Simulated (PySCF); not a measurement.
Compound: C₆H₅N₂O (doublet state).
Cartesian coordinates in Å at the GFN2-xTB level; atoms count from 1:
```
atom  x, y, z in Å
N1    -1.9640   -2.0867    1.2950
C2    -1.7581   -1.2327    0.5391
C3    -1.4911   -0.2402   -0.3648
C4    -0.1357    0.3269   -0.5215
C5    -0.2073    1.4067    0.5716
O6    -0.5640    2.5285    0.3808
C7     0.9961   -0.6713   -0.2534
C8     2.2771   -0.0072   -0.2663
N9     3.2841    0.5308   -0.2826
H10   -2.3163    0.2138   -0.8907
H11   -0.0208    0.8194   -1.4909
H12    0.0463    1.0153    1.5713
H13    0.9957   -1.4455   -1.0267
H14    0.8572   -1.1581    0.7169
```

The hyperfine couplings belong to this conformer and change with its torsions.

As a line formula: `N#C[CH][C@@H](C=O)CC#N` [radical].

Level of theory: PySCF, UKS B3LYP, pcH-1 on C H N O, non-relativistic, mean-field spin-orbit, GIAO. One conformer (not necessarily the lowest) at the GFN2-xTB geometry, without solvent, vibrations or thermal averaging. The geometry wasn't refined by DFT: couplings that depend on bond lengths, twists or pyramidal angles can differ widely from those at the functional's own minimum.

How many α and β electrons are there, and what is ⟨S²⟩ of the pure spin state?

Nα = 32, Nβ = 31 (63 in all), and S(S+1) = 0.75 for S = 1/2.

Mulliken spin populations, one withheld:

```
atom          bound to  population
  N1                C2     +0.3866
  C2            N1, C3           ?
  C3       C2, C4, H10     +0.7764
  C4   C3, C5, C7, H11     -0.0530
  C5       C4, O6, H12     +0.0119
  O6                C5     +0.0772
  C7  C4, C8, H13, H14     +0.0140
  C8            C7, N9     -0.0009
  N9                C8     +0.0014
 H10                C3     -0.0333
 H11                C4     +0.0134
 H12                C5     +0.0069
 H13                C7     +0.0025
 H14                C7     -0.0004
```

Complete the table.

The populations add up to Nα − Nβ = 1, and the others sum to 1.2027, so C2 holds -0.203.

How is the spin shared among the elements?

Carbon +0.55, nitrogen +0.39, oxygen +0.08, hydrogen -0.01. The positive populations sum to 1.29, the negative ones to -0.29.

With ⟨S²⟩ = 0.7665, find the sum of squared α–β overlaps and estimate the admixture of higher spin.

Σ|⟨iα|jβ⟩|² over occupied orbitals = Nβ − [⟨S²⟩ − S(S+1)] = 31 − 0.0165 = 30.9835. If the quartet state (S + 1) were the only admixture, its weight would be 0.0165/(2S + 2) = 0.55 %. For Kohn–Sham this describes the determinant of the orbitals, not the true wave function.

What Fermi-contact NMR shifts do the couplings of N1, C2, C4, C5, C7, C8, H10 imply at 250 K (Curie law, g = gₑ)?

δ = a_FC·h·gₑ μB S(S+1)/(3 g_N μN kT), with k/h = 20836.6 MHz/K:

```tsv
nuclei	isotope	a_FC (MHz)	g_N	contact shift (ppm)
N1	14N	9.05	0.4038	+3953
C2	13C	-56.15	1.4048	-7053
C4	13C	-21.13	1.4048	-2655
C5	13C	54.83	1.4048	+6887
C7	13C	15.02	1.4048	+1886
C8	13C	-1.33	1.4048	-167
H10	1H	-52.65	5.5857	-1663
```

The shifts go as 1/T: at 300 K they are 0.833 times these.

The spin density at the nucleus, in bohr⁻³, is negative for C2 (-0.0499), C4 (-0.0188) and H10 (-0.0118), for instance. A restricted open-shell determinant has no negative spin density anywhere; here it arises because α and β orbitals differ (spin polarisation).
